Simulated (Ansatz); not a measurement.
`C#[C][InH2]` + arsine → `[AsH2][InH2]` + acetylene at 700 K and 1 bar (ligand exchange at the In–C bond).

Computed with Ansatz on PBE0-D4/def2-TZVP structures; ΔE is electronic, products minus reactants. CCSD(T)/CBS adds triple-zeta CCSD(T) − MP2 to the extrapolated MP2 energy (def2 sets, frozen cores). This one scheme is used for every species. def2 core potentials past Kr. For As, In outer-core shells are correlated without core-valence functions, which leaves a few kJ/mol of doubt a bond. Scalar relativity is left out up to krypton.

| species | CCSD(T)/CBS energy (Eh) | H − E (kJ/mol) | S (J/(mol·K)) |
| --- | --- | --- | --- |
| `C#[C][InH2]` | -267.62648 | 130.9 | 373.5 |
| `[AsH3]` | -2236.79077 | 87.1 | 262.7 |
| `[AsH2][InH2]` | -2427.20683 | 124.1 | 392.7 |
| `C#C` | -77.22717 | 102.1 | 244.4 |

H − E and S are ideal-gas, rigid-rotor, harmonic terms from PBE0-D4/def2-TZVP. 1 Eh = 2625.50 kJ/mol, R = 8.31446 J/(mol·K).

Question: By hand: ΔE, ΔH, ΔS and ΔG.

Answer: ΔE = (-2427.20683) + (-77.22717) − (-267.62648) − (-2236.79077) = -0.01675 Eh = -44.0 kJ/mol. Δ(H − E) = 124.1 + 102.1 − 130.9 − 87.1 = 8.2, so ΔH = -35.8 kJ/mol. ΔS = 392.7 + 244.4 − 373.5 − 262.7 = 0.9 J/(mol·K). ΔG = -35.8 − 700 × (0.9)/1000 = -36.4 kJ/mol.

Question: By hand: the equilibrium constant, and the temperature at which ΔG would vanish if ΔH and ΔS stayed fixed.

Answer: log₁₀ K = −ΔG/(RT ln 10) = 2.7. ΔH and −TΔS have one sign here, so there is no such temperature.

The number of gas molecules stays the same, so ΔS is small and ΔH decides. A doubt of 5 kJ/mol in ΔE shifts log₁₀ K by 0.4 here. These are equilibria of isolated gas molecules and say nothing of rates. Largest T1 diagnostic: 0.015 (customary marks: 0.02 for closed shells, 0.045 for open ones).

ΔS is within the doubt of such terms, so its sign, and with it that verdict, could turn.
